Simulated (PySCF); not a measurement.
Isomers of C9H9F, mass 136.069 u with the commonest isotopes. Method: PBE0/pcSseg-1 in PySCF (dipole) on a GFN2-xTB geometry, gas phase. One conformer each, none proved a minimum here; rigid rotors.

Question: Order these by rotational constant A, largest first.
A. `CC#CC1=CC=C[C@]1(C)F`
B. `[CH2:1]=[C:2]([F:3])[C:4](=[CH2:5])[C:6]#[C:7][CH:8]1[CH2:9][CH2:10]1` with C1–C2–C4–C5 180°
C. `[CH2:1]=[CH:2][C:3]([F:4])([C:5]#[C:6][CH3:7])[C:8]#[C:9][CH3:10]` with C1–C2–C3–F4 2°

Answer: B (3087 MHz), A (2422 MHz), C (1329 MHz).

Question: Order these by out-of-plane moment Σ m c² = (Ia + Ib − Ic)/2, largest first.
A. `[CH2:1]=[C:2]([F:3])[C:4](=[CH2:5])[C:6]#[C:7][CH:8]1[CH2:9][CH2:10]1` with C1–C2–C4–C5 180°
B. `[CH2:1]=[CH:2][C:3]([F:4])([C:5]#[C:6][CH3:7])[C:8]#[C:9][CH3:10]` with C1–C2–C3–F4 2°
C. `CC#CC1=CC=C[C@]1(C)F`

Answer: B (64.48 u·Å²), C (51.41 u·Å²), A (19.79 u·Å²).

Question: Order these by radius of gyration √(Σ m r²/M), largest first.
A. `[CH2:1]=[C:2]([F:3])[C:4](=[CH2:5])[C:6]#[C:7][CH:8]1[CH2:9][CH2:10]1` with C1–C2–C4–C5 180°
B. `[C@@]1(C=CC=C1C#CC)(C)F`
C. `[CH2:1]=[CH:2][C:3]([F:4])([C:5]#[C:6][CH3:7])[C:8]#[C:9][CH3:10]` with C1–C2–C3–F4 2°

Answer: A (2.696 Å), C (2.541 Å), B (2.328 Å).

| SMILES | point group | Ia (u·Å²) | Ib (u·Å²) | Ic (u·Å²) | κ | μa (D) | μb (D) | μc (D) |
| --- | --- | --- | --- | --- | --- | --- | --- | --- |
| C=C(F)C(=C)C#CC1CC1 | Cs | 163.74 | 845.31 | 969.47 | -0.94 | 2.54 | 0.03 | 0.01 |
| CC#CC1=CC=C[C@]1(C)F | C1 | 208.64 | 580.32 | 686.14 | -0.84 | 0.62 | 0.82 | 1.60 |
| C=CC(F)(C#CC)C#CC | – | 380.24 | 562.89 | 814.17 | -0.22 | 0.00 | 1.77 | 1.88 |
